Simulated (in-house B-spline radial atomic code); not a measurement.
Configurations of neutral tin, with energies counted from [Kr] 4d10 5s2 5p2. All numbers are computed (scalar-relativistic (X2C) HSE06, spin-polarised, spherical fractional occupations, exact exchange averaged over the configuration; Fermi nucleus of rms radius 4.6519 fm) with a B-spline radial code for spherical atoms, not measured. Shells without spins written out take the highest spin.

Occupations are held fixed; configurations that lie above the ionisation limit could autoionise.

```
                     configuration  E - E(ref) (eV)  highest orbital  its <r> (bohr)
             [Kr] 4d10 5s1 5p2 5f1           12.468            5f up           27.78
             [Kr] 4d10 5s1 5p2 6f1           12.648            6f up            41.4
              [Kr] 4d9 5s2 5p2 6s1           28.931            6s up           6.635
[Ar] 3d10 4s2 4p5 4d10 5s2 5p2 5d1           97.218            5d up           7.208
 [Ar] 3d9 4s2 4p6 4d10 5s2 5p2 5f1           493.11            5f up            27.9
```

Order these further configurations by energy, lowest first.
A. [Ar] 3d9 4s2 4p6 4d10 5s2 5p2 5d1
B. [Kr] 4d10 5s2 5p1 6s1
C. [Kr] 4d9 5s2 5p2 5f1
D. [Kr] 4d10 4f1 5s1 5p2
E. [Kr] 4d10 5s1 5p2 6d1

B (4.2038 eV), E (11.907 eV), D (12.18 eV), C (31.586 eV), A (491.71 eV).
